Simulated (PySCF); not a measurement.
## Cobalt: a sound run and one with changed settings

Sound run: Co⁺ [Ar] 3d8, Co²⁺ [Ar] 3d7. All numbers are calculated (PySCF 2.14, the non-relativistic Hamiltonian (point nucleus), in cc-pVTZ). In the sound run the correlated levels freeze [Ar]. The sound run starts from symmetry-adapted Hartree-Fock orbitals and uses a fine grid where one is needed.

Changed run: scalar relativity by spin-free X2C-1e. This setting is unsound on purpose.

| species | method | sound run (hartree) | changed run (hartree) | converged |
| --- | --- | --- | --- | --- |
| Co⁺ | UHF | -1381.13666 | -1389.69960 | yes |
| Co⁺ | M06-2X | -1382.42642 | -1390.98641 | yes |
| Co⁺ | MN15 | -1382.64275 | -1391.18803 | yes |
| Co⁺ | MP2 | -1381.41792 | -1389.98299 | yes |
| Co²⁺ | UHF | -1380.60982 | -1389.17896 | yes |
| Co²⁺ | M06-2X | -1381.80104 | -1390.36642 | yes |
| Co²⁺ | MN15 | -1381.98072 | -1390.53142 | yes |
| Co²⁺ | MP2 | -1380.79345 | -1389.36368 | yes |

Ionisation energy of Co⁺:

| method | sound run (eV) | changed run (eV) |
| --- | --- | --- |
| UHF | 14.336 | 14.167 |
| M06-2X | 17.018 | 16.871 |
| MN15 | 18.015 | 17.867 |
| MP2 | 16.993 | 16.852 |
| SCS-MP2 | 16.890 | 16.748 |

Most of the change in total energy is the relativistic energy itself. On top of that the contraction fixes the core shape for the Hamiltonian it was made with, so the changed run is not a good calculation with the other Hamiltonian either.

For comparison, NIST gives 17.084 eV between the lowest levels.
